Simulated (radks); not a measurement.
Results of a calculation; reference values are marked as such.
All-electron atom: Ce32+ in [Ar] 3d8. Level of theory: Dirac Kohn-Sham, PBE, spin-unpolarised, spherical densities, point nucleus; open shells are shared between the two j in proportion to 2j + 1 (a radial shooting solver on a logarithmic mesh with Libxc functionals).

Radial electron density D(r) = 4 pi r^2 rho(r):

```
   r/bohr * D(r) (the largest magnitude, 96.8, reaches the edge; | marks zero)
0.0009653 |*
  0.00108 | *
 0.001198 | *
  0.00134 |  *
 0.001499 |  *
 0.001676 |   *
  0.00186 |   *
 0.002081 |    *
 0.002327 |     *
 0.002603 |      *
 0.002888 |        *
  0.00323 |         *
 0.003613 |           *
 0.004042 |             *
 0.004485 |               *
 0.005016 |                  *
  0.00561 |                    *
 0.006275 |                       *
 0.006963 |                          *
 0.007788 |                             *
 0.008711 |                                *
 0.009744 |                                   *
   0.0109 |                                     *
  0.01209 |                                        *
  0.01353 |                                         *
  0.01513 |                                           *
  0.01692 |                                           *
  0.01878 |                                           *
    0.021 |                                          *
  0.02349 |                                         *
  0.02628 |                                       *
  0.02916 |                                      *
  0.03261 |                                     *
  0.03648 |                                      *
   0.0408 |                                       *
  0.04527 |                                         *
  0.05063 |                                             *
  0.05664 |                                                 *
  0.06335 |                                                    *
  0.07029 |                                                      *
  0.07862 |                                                      *
  0.08794 |                                                    *
  0.09836 |                                                *
     0.11 |                                           *
   0.1221 |                                       *
   0.1365 |                                    *
   0.1527 |                                   *
   0.1708 |                                    *
   0.1895 |                                       *
    0.212 |                                        *
   0.2371 |                                        *
   0.2652 |                                    *
   0.2943 |                              *
   0.3292 |                      *
   0.3682 |              *
   0.4118 |        *
    0.457 |    *
   0.5111 | *
   0.5717 |*
   0.6395 *
   0.7096 *
   0.7936 *
   0.8877 *
```

D(r) has 3 maxima, at r = 0.0172, 0.0749, 0.219 bohr, and minima at 0.0337, 0.149 bohr, inside which lie 2.03, 11.27 electrons.
